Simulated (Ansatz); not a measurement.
Computed with Ansatz on PBE0-D4/def2-TZVP structures; ΔE is electronic, products minus reactants. CCSD(T)/CBS adds triple-zeta CCSD(T) − MP2 to the extrapolated MP2 energy (def2 sets, frozen cores). This one scheme is used for every species, atoms too. DFT in def2-TZVPP. No spin–orbit coupling; open shells (•) take unrestricted orbitals. Spin–orbit coupling would lower the free atoms: a little for C; strongly for In. Elements past krypton have def2 core potentials. For In outer-core shells are correlated without core-valence functions, so the limit isn't a true one: a few kJ/mol of doubt a bond, and 10 to 20 or more in all where bonds break to atoms. One conformer a species, not always the lowest.

Consider the atomization: `C[CH](C)[In]([NH2])[NH2]` → 3 C• + 11 H• + In• + 2 N•.

**Question.** What is ΔE at CCSD(T)/CBS? (Estimate.)

**Answer.** Ansatz gave: +6020.8 kJ/mol.

**Question.** What do these levels give: LDA (SPW92), PBE-D4, B97M-V, B2PLYP, r2SCAN, HF/def2-QZVPP? (Estimate.)

**Answer.** Computed: LDA (SPW92) 6843.5, PBE-D4 6102.8, B97M-V 5983.3, B2PLYP 5930.1, r2SCAN 5971.0, HF/def2-QZVPP 4259.0 kJ/mol.

Largest T1 diagnostic among the species: 0.015.

The D4 term adds +54.0 kJ/mol with B3LYP and +29.1 kJ/mol with PBE0; it sums over pairs of atoms, weighted by their polarisabilities, and B3LYP, whose exchange is more repulsive, gets the larger term. At CCSD(T), def2-SVP lies −374.8 kJ/mol from the extrapolated value and def2-TZVPP −168.0 kJ/mol: correlation converges slowly with the basis, and small sets miss more of it in the bonded molecule than in its fragments.

B3LYP here is the variant with VWN-RPA as its local correlation; programs differ in this.

For atomizations the MP2-based limit and the directly extrapolated one differ by several kJ/mol either way, and by 10 to 25 for some Ge, Se and Sn compounds, so smaller differences from it don't rank the levels.
